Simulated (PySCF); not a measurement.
PySCF 2.14 output of an unrestricted M06 calculation on a single atom or ion in cc-pVTZ-X2C (10s9p7d5f3g1h, 145 functions), with scalar relativity by spin-free X2C-1e:

```
SCF conv_tol = 1e-09
number electrons alpha = 35  beta = 34
    Y. Zhao and D. G. Truhlar.,  Theor. Chem. Acc. 120, 215 (2008)
    Y. Zhao and D. G. Truhlar.,  Theor. Chem. Acc. 120, 215 (2008)
cycle= 1 E= -14059.4935134156  delta_E= -0.0204  |g|= 0.417  |ddm|= 0.531
cycle= 2 E= -14059.4556647945  delta_E= 0.0378  |g|= 0.878  |ddm|= 0.199
cycle= 3 E= -14059.5068588946  delta_E= -0.0512  |g|= 0.0322  |ddm|= 0.126
cycle= 4 E= -14059.5069758203  delta_E= -0.000117  |g|= 0.0051  |ddm|= 0.0105
cycle= 5 E= -14059.5069782511  delta_E= -2.43e-06  |g|= 0.000262  |ddm|= 0.00157
cycle= 6 E= -14059.5069782565  delta_E= -5.4e-09  |g|= 2.51e-05  |ddm|= 0.000108
cycle= 7 E= -14059.5069782567  delta_E= -1.75e-10  |g|= 4.82e-06  |ddm|= 3.92e-05
converged SCF energy = -14059.5069782567  <S^2> = 0.75042673  2S+1 = 2.0004267
```

The run itself started from symmetry-adapted Hartree-Fock orbitals and held the occupation by maximum overlap, on a logarithmic radial grid, so the iterations belong to that start.

**Question.** Which element, charge and spin multiplicity is this?

**Answer.** Yb+ (ytterbium, charge +1), multiplicity 2; the state was [Xe] 4f13 6s2, 2F determinant (an excited configuration).

Spin-orbit coupling, absent here, splits the open shell strongly.
